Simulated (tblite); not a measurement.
C₆H₁₄NO₂ (charge +1).
Atom-mapped SMILES: `[CH3:1][O:2][C@@H:3]1[CH2:4][CH2:5][C@@H:6]([O:7][CH3:8])[NH2+:9]1` (hydrogens: H10, H11, H12 on C1; H13 on C3; H14, H15 on C4; H16, H17 on C5; H18 on C6; H19, H20, H21 on C8; H22, H23 on N9)

Computed with GFN2-xTB (tblite), gas phase: L-BFGS steps from a force-field or distance-geometry start until the largest atomic force falls under 0.01 eV/Å.

Step 67: E = -833.1162 eV
```
atom  x, y, z in Å  |  force x, y, z in eV/Å
C1      3.4541    0.4031   -0.3172    0.019   0.010  -0.040
O2      2.1134    0.2763   -0.7753   -0.074   0.015  -0.042
C3      1.2123   -0.3126    0.0802    0.012  -0.013  -0.004
C4      0.5109   -1.5433   -0.5100   -0.001   0.060   0.015
C5     -0.9104   -1.4632    0.0251   -0.032   0.009  -0.001
C6     -1.2793    0.0169   -0.0851    0.017   0.004   0.004
O7     -2.2177    0.4086    0.8272    0.122  -0.156   0.110
C8     -3.2305    1.3247    0.4293    0.025   0.101   0.000
N9      0.0675    0.6891    0.2902   -0.029  -0.001  -0.006
H10     3.9783    0.9436   -1.0983    0.030   0.037  -0.055
H11     3.5149    0.9629    0.6169   -0.033   0.026   0.060
H12     3.9076   -0.5786   -0.1948    0.074  -0.077   0.043
H13     1.6534   -0.5306    1.0604   -0.002  -0.006   0.018
H14     0.5292   -1.4639   -1.5974    0.001   0.002   0.000
H15     1.0164   -2.4627   -0.2222   -0.028   0.033  -0.006
H16    -0.9561   -1.7521    1.0742   -0.018  -0.010   0.055
H17    -1.6000   -2.0914   -0.5273   -0.070  -0.015  -0.078
H18    -1.5118    0.3133   -1.1160   -0.024  -0.041   0.025
H19    -3.7262    1.6243    1.3482   -0.021   0.000   0.038
H20    -3.9534    0.8455   -0.2242   -0.097  -0.111  -0.124
H21    -2.8229    2.2057   -0.0657    0.092   0.063  -0.022
H22     0.2805    1.5156   -0.2811   -0.004   0.002   0.036
H23    -0.0351    0.9686    1.2728    0.038   0.068  -0.026
```

Step 68: E = -833.1179 eV
```
atom  x, y, z in Å  |  force x, y, z in eV/Å
C1      3.4511    0.4096   -0.3119    0.015   0.001  -0.019
O2      2.1125    0.2745   -0.7788   -0.014   0.007  -0.010
C3      1.2104   -0.3143    0.0754    0.012  -0.012  -0.005
C4      0.5123   -1.5470   -0.5134   -0.013   0.039   0.011
C5     -0.9087   -1.4710    0.0242   -0.036  -0.001   0.003
C6     -1.2828    0.0077   -0.0903    0.002  -0.006   0.022
O7     -2.2210    0.3950    0.8231    0.007  -0.037   0.043
C8     -3.2237    1.3342    0.4340    0.029   0.005  -0.017
N9      0.0627    0.6851    0.2822   -0.025   0.001   0.000
H10     3.9791    0.9468   -1.0936    0.017   0.025  -0.034
H11     3.5024    0.9772    0.6204   -0.035  -0.005   0.004
H12     3.9092   -0.5707   -0.1782    0.037  -0.018   0.033
H13     1.6492   -0.5303    1.0573   -0.003  -0.004   0.010
H14     0.5285   -1.4698   -1.6011    0.001   0.007   0.005
H15     1.0209   -2.4646   -0.2254   -0.028   0.034  -0.006
H16    -0.9500   -1.7543    1.0759   -0.021  -0.011   0.028
H17    -1.5982   -2.1053   -0.5237   -0.045   0.009  -0.059
H18    -1.5178    0.3004   -1.1215   -0.022  -0.035   0.023
H19    -3.7120    1.6335    1.3583   -0.006  -0.022   0.001
H20    -3.9588    0.8690   -0.2236    0.018  -0.041  -0.033
H21    -2.8042    2.2160   -0.0536    0.078  -0.009  -0.003
H22     0.2734    1.5116   -0.2894   -0.002   0.005   0.020
H23    -0.0393    0.9665    1.2641    0.033   0.067  -0.017
```

Step 69: E = -833.1188 eV
```
atom  x, y, z in Å  |  force x, y, z in eV/Å
C1      3.4530    0.4055   -0.3154    0.018   0.000  -0.010
O2      2.1118    0.2786   -0.7785    0.005  -0.006  -0.006
C3      1.2115   -0.3123    0.0764    0.006  -0.006  -0.001
C4      0.5110   -1.5432   -0.5125   -0.021   0.013   0.004
C5     -0.9103   -1.4670    0.0255   -0.021  -0.007   0.007
C6     -1.2798    0.0127   -0.0863   -0.013  -0.015   0.023
O7     -2.2175    0.4016    0.8272    0.000  -0.030   0.039
C8     -3.2273    1.3295    0.4299    0.010  -0.013  -0.002
N9      0.0650    0.6871    0.2870   -0.008   0.007   0.005
H10     3.9816    0.9447   -1.0963    0.004   0.013  -0.018
H11     3.5072    0.9685    0.6199   -0.024  -0.009  -0.010
H12     3.9083   -0.5778   -0.1861    0.021   0.006   0.022
H13     1.6518   -0.5304    1.0573    0.000  -0.002   0.005
H14     0.5269   -1.4669   -1.6003    0.000   0.013   0.006
H15     1.0181   -2.4616   -0.2251   -0.021   0.026  -0.003
H16    -0.9518   -1.7517    1.0774   -0.022  -0.013   0.005
H17    -1.6015   -2.0987   -0.5250   -0.024   0.024  -0.038
H18    -1.5147    0.3057   -1.1172   -0.023  -0.027   0.017
H19    -3.7203    1.6281    1.3523   -0.004  -0.015  -0.015
H20    -3.9565    0.8520   -0.2267    0.029  -0.022  -0.023
H21    -2.8132    2.2115   -0.0616    0.068  -0.006  -0.002
H22     0.2762    1.5157   -0.2808   -0.001   0.012  -0.001
H23    -0.0342    0.9682    1.2691    0.021   0.056  -0.002
```

Task: Estimate the geometry and energy of step 70. (The exact step hangs on the optimiser's Hessian estimate; all steps are aligned on step 69, rigid shifts and turns removed.)

Result: E = -833.1205 eV, largest force 0.065 eV/Å
```
atom  x, y, z in Å  |  force x, y, z in eV/Å
C1      3.4496    0.4082   -0.3145    0.028  -0.002   0.000
O2      2.1087    0.2794   -0.7802    0.053  -0.012   0.016
C3      1.2099   -0.3127    0.0754    0.002   0.004  -0.002
C4      0.5103   -1.5425   -0.5134   -0.039  -0.026  -0.008
C5     -0.9109   -1.4697    0.0257   -0.014  -0.022   0.008
C6     -1.2799    0.0102   -0.0840   -0.045  -0.041   0.022
O7     -2.2181    0.3967    0.8297   -0.017  -0.002   0.034
C8     -3.2220    1.3318    0.4310    0.008  -0.049   0.000
N9      0.0629    0.6859    0.2850    0.017   0.027   0.016
H10     3.9805    0.9472   -1.0952   -0.011  -0.013   0.004
H11     3.5005    0.9736    0.6207   -0.025  -0.018  -0.034
H12     3.9051   -0.5756   -0.1789    0.005   0.046   0.002
H13     1.6497   -0.5317    1.0564    0.003   0.006  -0.001
H14     0.5259   -1.4679   -1.6012   -0.004   0.024   0.001
H15     1.0168   -2.4609   -0.2271   -0.003   0.008   0.006
H16    -0.9506   -1.7567    1.0778   -0.027  -0.007  -0.018
H17    -1.6017   -2.1017   -0.5268   -0.006   0.046  -0.015
H18    -1.5173    0.3017   -1.1141   -0.027  -0.020  -0.003
H19    -3.7167    1.6297    1.3534    0.002  -0.011  -0.041
H20    -3.9508    0.8570   -0.2301    0.048   0.007   0.002
H21    -2.7988    2.2112   -0.0580    0.046  -0.011   0.010
H22     0.2740    1.5121   -0.2858   -0.003   0.019  -0.021
H23    -0.0321    0.9745    1.2647    0.010   0.044   0.023
```

The energy changes by -0.0017 eV. The first-order estimate −F·Δx gives -0.0023 eV and the mean of the old and new forces, exact on a quadratic surface, -0.0017 eV. The step makes an angle of 59° with the force vector and moves no atom by more than 0.015 Å.

The cost below is that of the whole relaxation. On one thread, Intel Xeon Platinum 8375C at 2.90 GHz (x86_64), no GPU (shared host), this took 1.2 s wall.
